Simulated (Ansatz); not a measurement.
A nudged elastic band was laid between two geometries of BClFH3O (7 atoms, charge 0, multiplicity 1).

Method: Ansatz 0.2.0, RKS B3LYP-D4/def2-SVP.

```
movable images  : 7
climbing image  : yes
spring          : 5.0 eV/Å²
optimiser       : quadratic models (default)
start path      : through a guess of the saddle point
force threshold : 0.03 eV/Å
iteration limit : 60
end points      : relaxed
```

Image 0:

```xyz
7
Properties=species:S:1:pos:R:3
B 0.050 -0.066 0.156
Cl -0.051 0.580 1.883
H 1.058 0.207 -0.442
F -1.125 -0.018 -0.527
O 0.171 -1.756 0.465
H -0.620 -2.152 0.059
H 0.053 -1.824 1.432
```

Image 8:

```xyz
7
Properties=species:S:1:pos:R:3
B -0.142 -0.376 -0.608
Cl 0.721 -0.383 3.249
H 0.444 0.637 -0.345
F -0.611 -0.595 -1.831
O -0.328 -1.311 0.354
H -0.812 -2.097 0.056
H 0.264 -0.905 2.150
```

Problem. What changes between the two ends?

Solution. Bonds broken: B1–Cl2, O5–H7. Bonds formed: Cl2–H7. BClFH3O becomes BFH2O + ClH.

Problem. What energy profile does the band end with?

Solution. The run converged. The highest image is number 2 of 0 to 8, 59.6 kJ/mol above the first end and 90.1 kJ/mol above the last; the last end lies 30.5 kJ/mol below the first. A vibrational analysis at the climbing image gives one clearly imaginary mode, 1029i cm⁻¹: a first-order saddle point. The orbitals stay closed-shell, which can raise the energy where a bond breaks towards radicals; this wasn't checked here.

```json
{"image": "0", "path coordinate (Å)": "0.00", "energy (kJ/mol)": "0.0", "B1–Cl2 (Å)": "1.85", "O5–H7 (Å)": "0.98", "Cl2–H7 (Å)": "2.45"}
{"image": "1", "path coordinate (Å)": "0.44", "energy (kJ/mol)": "16.4", "B1–Cl2 (Å)": "1.96", "O5–H7 (Å)": "1.01", "Cl2–H7 (Å)": "1.96"}
{"image": "2", "path coordinate (Å)": "0.88", "energy (kJ/mol)": "59.6", "B1–Cl2 (Å)": "2.27", "O5–H7 (Å)": "1.22", "Cl2–H7 (Å)": "1.57"}
{"image": "3", "path coordinate (Å)": "1.40", "energy (kJ/mol)": "-3.2", "B1–Cl2 (Å)": "2.71", "O5–H7 (Å)": "1.72", "Cl2–H7 (Å)": "1.32"}
{"image": "4", "path coordinate (Å)": "1.92", "energy (kJ/mol)": "-26.5", "B1–Cl2 (Å)": "3.19", "O5–H7 (Å)": "2.05", "Cl2–H7 (Å)": "1.30"}
{"image": "5", "path coordinate (Å)": "2.44", "energy (kJ/mol)": "-29.2", "B1–Cl2 (Å)": "3.54", "O5–H7 (Å)": "2.04", "Cl2–H7 (Å)": "1.30"}
{"image": "6", "path coordinate (Å)": "2.96", "energy (kJ/mol)": "-29.9", "B1–Cl2 (Å)": "3.75", "O5–H7 (Å)": "1.97", "Cl2–H7 (Å)": "1.30"}
{"image": "7", "path coordinate (Å)": "3.48", "energy (kJ/mol)": "-30.3", "B1–Cl2 (Å)": "3.89", "O5–H7 (Å)": "1.94", "Cl2–H7 (Å)": "1.30"}
{"image": "8", "path coordinate (Å)": "4.00", "energy (kJ/mol)": "-30.5", "B1–Cl2 (Å)": "3.95", "O5–H7 (Å)": "1.93", "Cl2–H7 (Å)": "1.30"}
```

Problem. What is the geometry of the highest image?

Solution. 
```xyz
7
Properties=species:S:1:pos:R:3
B 0.048 -0.286 -0.078
Cl -0.050 0.161 2.141
H 1.056 0.253 -0.424
F -1.131 -0.003 -0.625
O 0.164 -1.712 0.352
H -0.666 -2.188 0.179
H 0.116 -1.254 1.482
```

Problem. What are the harmonic wavenumbers there?

Solution. 1029i, 210, 411, 441, 490, 528, 895, 955, 1060, 1110, 1185, 1322, 1580, 2717, 3758 cm⁻¹.

Time of the run: 3.9 min on 1 thread of Arm Neoverse V2, with other jobs on the host, peak memory 0.16 GiB.
